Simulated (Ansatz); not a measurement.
Geometry optimisation, RKS PBE-D4/def2-SVP (Ansatz 0.2.0).

Input file:

```yaml
crystal:
  periodic: [false, false, false]
  atoms:
    - { symbol: B, position_ang: [-0.083594, 0.651594, -0.527713] }
    - { symbol: H, position_ang: [-0.052689, -0.018598, 1.77829] }
    - { symbol: "N", position_ang: [1.188202, 0.058467, -0.725235] }
    - { symbol: H, position_ang: [1.33031, -0.819736, -1.221658] }
    - { symbol: H, position_ang: [2.047058, 0.500417, -0.40507] }
    - { symbol: "N", position_ang: [-1.309196, -0.020753, -0.782008] }
    - { symbol: H, position_ang: [-1.356397, -0.987612, -1.100132] }
    - { symbol: H, position_ang: [-2.187621, 0.481236, -0.882657] }
    - { symbol: S, position_ang: [-0.098302, 2.450093, 0.022394] }
    - { symbol: H, position_ang: [-1.379157, 2.431639, 0.483076] }
    - { symbol: H, position_ang: [-0.062815, 0.684252, 1.941515] }
basis:
  gaussian: { orbitals: def2-SVP }
hamiltonian:
  xc: pbe
  dispersion: d4
relax:
  f_tol: 0.03
  max_steps: 50
```

Launched with:

```bash
$ ansatz run input.yaml --threads 2 --pin off --max-ram 3072MiB --backend cpu --events-out ev --progress --plain --runs-dir out
```

Question: Where does it end, and by what steps?

Answer: The run converged. The force dipped under the threshold on the way, but the program's further checks kept it going. After 19 steps the energy has fallen by 0.245 eV; H2 moved furthest, 1.73 Å.

```tsv
step	energy less start (eV)	largest force component (eV/Å)	accepted
0	0.0000	1.940	yes
1	-0.1429	0.203	yes
2	-0.1862	0.148	yes
3	-0.2077	0.087	yes
4	-0.2185	0.081	yes
5	-0.1578	1.398	no
6	-0.2256	0.056	yes
7	-0.2292	0.238	yes
8	-0.2350	0.024	yes
9	-0.2372	0.184	yes
10	-0.2387	0.231	yes
11	-0.2407	0.100	yes
12	-0.2420	0.067	yes
13	-0.2429	0.068	yes
14	-0.2435	0.042	yes
15	-0.2438	0.073	yes
16	-0.2441	0.051	yes
17	-0.2444	0.018	yes
18	-0.2445	0.011	yes
19	-0.2445	0.021	yes
```

```xyz
11
Properties=species:S:1:pos:R:3
B -0.178 0.594 -0.778
H 0.380 0.439 3.385
N 1.099 -0.013 -0.908
H 1.289 -0.796 -1.531
H 1.902 0.277 -0.355
N -1.359 0.054 -1.359
H -1.373 -0.833 -1.861
H -2.219 0.589 -1.456
S -0.240 2.189 0.185
H -1.550 2.090 0.538
H 0.284 0.820 2.721
```

Whether the end is a true minimum wasn't checked by a vibrational analysis.

Time of the run: 35 s on 2 threads of Arm Neoverse V1, on a shared host, peak memory 0.13 GiB.
